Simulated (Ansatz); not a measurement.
One change: `[GeH3][Br]` becomes `[SiH3]Br`.

Ansatz, PBE0-D4/def2-TZVP geometries, multiplicity 1. 

Scalar relativity is left out up to krypton.

```
                                          property  `[GeH3][Br]`
             HOMO–LUMO gap (B3LYP/def2-TZVPP) / eV          7.10
                 HOMO energy (PBE/def2-TZVPP) / eV         -6.99
size of the dipole moment (ωB97M-V/def2-TZVPP) / D          1.95
               LUMO energy (B3LYP/def2-TZVPP) / eV         -0.90
              HOMO–LUMO gap (PBE0/def2-TZVPP) / eV          7.64
           HOMO–LUMO gap (ωB97M-V/def2-TZVPP) / eV         11.74
```

(1) Give the same properties after the change, and the shifts. (An estimate is asked.)

Results:

(1) Computed: 
```csv
property,`[SiH3]Br`,shift
HOMO–LUMO gap (B3LYP/def2-TZVPP) / eV,7.64,0.54
HOMO energy (PBE/def2-TZVPP) / eV,-7.21,-0.22
size of the dipole moment (ωB97M-V/def2-TZVPP) / D,1.32,-0.63
LUMO energy (B3LYP/def2-TZVPP) / eV,-0.58,0.32
HOMO–LUMO gap (PBE0/def2-TZVPP) / eV,8.12,0.48
HOMO–LUMO gap (ωB97M-V/def2-TZVPP) / eV,12.13,0.39
```

With PBE0 the HOMO falls by 0.22 eV and the LUMO rises by 0.27 eV, so the gap widens by about 0.49 eV. PBE moves the HOMO by -0.22 eV and ωB97M-V by -0.22 eV. Dipoles are sizes alone; their direction can turn.

B3LYP here is the variant with VWN-RPA as its local correlation; programs differ in this.

Spin–orbit coupling is left out; it splits and shifts lone-pair levels of the heavy atoms by tenths of an eV.
